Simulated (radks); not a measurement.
Results of a calculation; reference values are marked as such.
Orbital eigenvalues (eV) of the praseodymium ion Pr+, [Xe] 4f3 6s1, at several levels of relativity; Dirac values are averaged over j with weights 2j + 1. Spin-unpolarised spherical Kohn-Sham, PBE, point nucleus unless stated (finite: rms radius 4.8919 fm), a radial shooting solver on a logarithmic mesh with Libxc functionals. A level marked "c x" has the speed of light scaled by that factor and shares open shells by 2j + 1; other Dirac levels either fill j = l - 1/2 first or share by 2j + 1.

| shell | non-rel. | scalar-rel. | Dirac, c x 0.75 | Dirac, c x 0.85 | change of magnitude, last against first (%) |
|---|---|---|---|---|---|
| 3s | -1338.3 | -1457.1 | -1567.8 | -1507.9 | +12.67 |
| 3p | -1195.2 | -1232.9 | -1270.7 | -1251.7 | +4.73 |
| 3d | -928.54 | -918.14 | -906.34 | -911.75 | -1.81 |
| 4s | -267.16 | -294.25 | -320.07 | -306.08 | +14.57 |
| 4p | -213.36 | -221.00 | -229.24 | -225.10 | +5.50 |
| 4d | -118.84 | -116.28 | -114.02 | -115.06 | -3.18 |
| 5s | -40.914 | -44.885 | -49.002 | -46.731 | +14.22 |
| 5p | -26.798 | -27.319 | -28.206 | -27.744 | +3.53 |
| 4f | -9.7139 | -7.0296 | -5.2602 | -6.1062 | -37.14 |
| 5d (empty) | -7.8127 | -7.3443 | -7.0744 | -7.1934 | -7.93 |
| 6s | -7.6857 | -8.0813 | -8.5446 | -8.2844 | +7.79 |
| 6p (empty) | -5.2179 | -5.1984 | -5.2461 | -5.2183 | +0.01 |
